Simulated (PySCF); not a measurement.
**Worked example: chemical shift, span and skew from a shielding tensor**

C2H7FSi2, SMILES C(=C/[SiH2]F)/[SiH3]. Atoms are numbered in the order given.

```xyz
12

F      1.4002    -0.9127     0.0000
Si    -0.0315    -1.6986     0.0000
C     -1.3787    -0.4184     0.0000
C     -1.2082     0.9165     0.0000
Si     0.4022     1.9102     0.0000
H     -0.0892    -2.5552    -1.2180
H     -0.0892    -2.5552     1.2180
H     -2.4098    -0.8052     0.0000
H     -2.1207     1.5311     0.0000
H      1.2155     1.6471    -1.2225
H      0.0069     3.3521     0.0000
H      1.2155     1.6471     1.2225
```

Coordinates come from a PBE0-D3(BJ)/def2-SVP optimisation. The structure was generated by enumeration; whether it is a known compound was not checked. The values are those of a single conformer.

GIAO shieldings from B3LYP/pcSseg-1 (PySCF), non-relativistic, no solvent. The symmetric part of the tensor of C4 has the principal values -101.4, -5.1, 172.6 ppm. The same nucleus in TMS has σ = 181.3 ppm at this level (PySCF, at its B3LYP-D3(BJ)/def2-TZVP geometry).

**Question.** Work out the isotropic shielding, the ¹³C shift against TMS, the span and the skew.

**Answer.** 
σ(iso) = (σ11 + σ22 + σ33)/3 = 22.0 ppm. δ = σ(ref) − σ(iso) = 181.3 − (22.0) = 159.3 ppm.
Span Ω = σ33 − σ11 = 274.0 ppm. Skew κ = 3(σ(iso) − σ22)/Ω = 0.30. Tumbling in solution averages the tensor to δ; in a static solid the shielding alone would spread this spin-1/2 line over Ω.
